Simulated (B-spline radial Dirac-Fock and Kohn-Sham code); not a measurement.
**Re⁴⁺: non-radiative channels of the 3p1/2 vacancy**

System: Re⁴⁺, [Xe] 4f14 5d3.

The run's input, task.json:

```json
{"items": [{
  "Z": 75,
  "q": 4,
  "cfg": [[1, 0, 2], [2, 0, 2], [2, 1, 6], [3, 0, 2], [3, 1, 6], [3, 2, 10], [4, 0, 2], [4, 1, 6], [4, 2, 10], [4, 3, 14], [5, 0, 2], [5, 1, 6], [5, 2, 3]],
  "A": 187,
  "rrms": 5.3698,
  "do": ["binding", "quiet", "decay"],
  "holes": ["K", "L1", "L2", "L3", "M1", "M2", "M3", "M4", "M5", "N1", "N2", "N3", "N4", "N5", "N6", "N7"]
}]}
```

Command: `python xray_run.py task.json out`

The computed values come from a radial atomic solver: a relativistic independent-particle model: LDA orbitals of the hole state, radiative multipoles to third order, Auger rates from the Coulomb interaction with a continuum orbital, Dirac-Fock energies. Kinetic energies are configuration averages from the vacuum level; the two-hole energies are estimated from single-hole states.

```
transition  kinetic energy (eV)  width (meV)  share (%)
   M2-M4N1                 9.39          777        6.4
   M2-M5N1                76.06          126        1.0
   M2-M4N2                116.4          771        6.3
   M2-M5N2                182.5          859        7.0
   M2-M3N6                182.7          425        3.5
   M2-M3N7                185.7          416        3.4
   M2-M4N3                190.8          838        6.9
   M2-M5N3                257.7         75.1        0.6
   M2-M4N4                367.2          300        2.5
   M2-M4N5                379.9          360        2.9
   M2-M4O1                570.4          141        1.2
   M2-M4N6                605.7         2060       16.9
   M2-M4O2                607.0          106        0.9
   M2-M4N7                607.3         3160       26.0
   M2-M4O3                619.3          124        1.0
   M2-M5N6                671.1         76.8        0.6
   M2-M5O2                673.5         95.4        0.8
   M2-N1N2               1444.2         56.7        0.5
   M2-N2N3               1621.2          124        1.0
   M2-N2N4               1799.8          122        1.0
   M2-N2N5               1809.3          197        1.6
   M2-N2N6               2033.4         67.0        0.5
   M2-N2N7               2034.6          114        0.9
   M2-N6N7               2520.0         99.8        0.8
```

Coster-Kronig rates are the weakest part of this model and often come out 1.5 to 2.5 times too large. Channels within a few eV of threshold rest on estimated energies and may be closed in reality. The listed channels hold 94 % of the non-radiative rate. Summed by principal shells, of 12.2 eV in all: MMN 85.0 %, MNN 8.2 %, MMO 5.6 %, MNO 1.2 %.
